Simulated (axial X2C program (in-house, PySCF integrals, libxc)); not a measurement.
## Potential curves of TeCl⁻, 2c

Calculated with an in-house all-electron X2C program for linear molecules (integrals from PySCF). Two-component (2c) means X2C with spin–orbit coupling and atomic mean-field two-electron Coulomb and Gaunt terms. Basis: Te dyall-acv3z [12s13p9d5f1g], Cl dyall-av3z [9s8p3d2f] (cores contracted in-house); Gaussian nuclei, density fitting, unrestricted open shells. Masses: Te 129.906 u, Cl 34.969 u.

State: Ω = 0 (closed shell). Energies in cm⁻¹ from the fragments at the same level (Te + Cl-). Fits are polynomials in 1 − R0/R over 0.85 to 1.23 times the lowest point R0.

```json
{"R (Å)": "2.1454", "MP2": "-4496"}
{"R (Å)": "2.2441", "MP2": "-8145"}
{"R (Å)": "2.3180", "MP2": "-9636"}
{"R (Å)": "2.3920", "MP2": "-10364"}
{"R (Å)": "2.4660", "MP2": "-10530"}
{"R (Å)": "2.5523", "MP2": "-10222"}
{"R (Å)": "2.6386", "MP2": "-9549"}
{"R (Å)": "2.7496", "MP2": "-8364"}
{"R (Å)": "2.8852", "MP2": "-6701"}
{"R (Å)": "3.0825", "MP2": "-4289"}
```

Correlated methods: 14 electrons correlated (number of frozen shells: Te 4 s, 3 p, 2 d; Cl 2 s, 1 p), 276 virtual spin orbitals or spinors in MP2.

The state is one determinant whose occupation by symmetry is held fixed; it was picked as the lowest of a PBE0 search that is not exhaustive. Closed shells are restricted here (equal orbitals for both partners); the stretched side of such a curve lies too high. Dissociation energies refer to the lowest single-determinant-based atoms at the same level and basis. With the outer-core shells frozen, correlated bond lengths of heavy atoms tend to come out a few hundredths of an ångström too long. MP2 and coupled cluster on one determinant become unreliable at the stretched end.

What are Re, ωe and De at the MP2 level?

At MP2, 2c: Re = 2.455 Å, ωe ≈ 307 cm⁻¹, De = 1.31 eV to Te + Cl-; Be follows as 0.101 cm⁻¹.
